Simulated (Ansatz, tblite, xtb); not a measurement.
## C2H3BrF2 (2-bromo-1,1-difluoroethane): the dipole moment, rung by rung

C2H3BrF2 has 8 atoms, charge 0, and is taken as a singlet. As SMILES, `FC(F)CBr`. The coordinates come from a PBE0-D4/def2-TZVP relaxation. This is one conformer, not always the lowest.

```jsonl
{"atom": "F", "x (Å)": "-1.3624", "y (Å)": "0.7781", "z (Å)": "0.7935"}
{"atom": "C", "x (Å)": "-0.0783", "y (Å)": "0.3695", "z (Å)": "0.6941"}
{"atom": "F", "x (Å)": "0.1369", "y (Å)": "-0.5600", "z (Å)": "1.6510"}
{"atom": "C", "x (Å)": "0.2166", "y (Å)": "-0.1781", "z (Å)": "-0.6760"}
{"atom": "Br", "x (Å)": "-0.8832", "y (Å)": "-1.6971", "z (Å)": "-1.1235"}
{"atom": "H", "x (Å)": "0.5681", "y (Å)": "1.2306", "z (Å)": "0.9076"}
{"atom": "H", "x (Å)": "0.0322", "y (Å)": "0.5915", "z (Å)": "-1.4230"}
{"atom": "H", "x (Å)": "1.2551", "y (Å)": "-0.4999", "z (Å)": "-0.7235"}
```

Quantity: the dipole moment, in D. The values are calculated.

```csv
level,kind,program,value (D),CPU time
GFN2-xTB,semi-empirical,tblite,4.95,under 2 s
GFN0-xTB,semi-empirical,xtb,3.88,under 2 s
GFN1-xTB,semi-empirical,xtb,3.66,under 2 s
IPEA1-xTB,semi-empirical,tblite,4.56,under 2 s
HF/STO-3G,Hartree–Fock,Ansatz,2.42,1.4 s
HF/3-21G,Hartree–Fock,Ansatz,3.42,2 s
HF/6-31G* (spherical functions),Hartree–Fock,Ansatz,3.34,7.5 s
HF/def2-SVP,Hartree–Fock,Ansatz,3.37,7.7 s
B3LYP/6-31G* (spherical functions),global hybrid,Ansatz,2.88,16 s
B3LYP/6-31G* (Cartesian functions),global hybrid,Ansatz,2.88,16 s
```

All-electron rows without a relativistic Hamiltonian named are non-relativistic. The values span 2.42 to 4.95 D. Sets without polarisation functions give poor dipoles. Without the sets that lack polarisation functions the rows with a basis span only 2.88 to 3.37 D. Times are those of the runs behind each value, whatever else they computed, on shared processors of several kinds: orders of magnitude only.
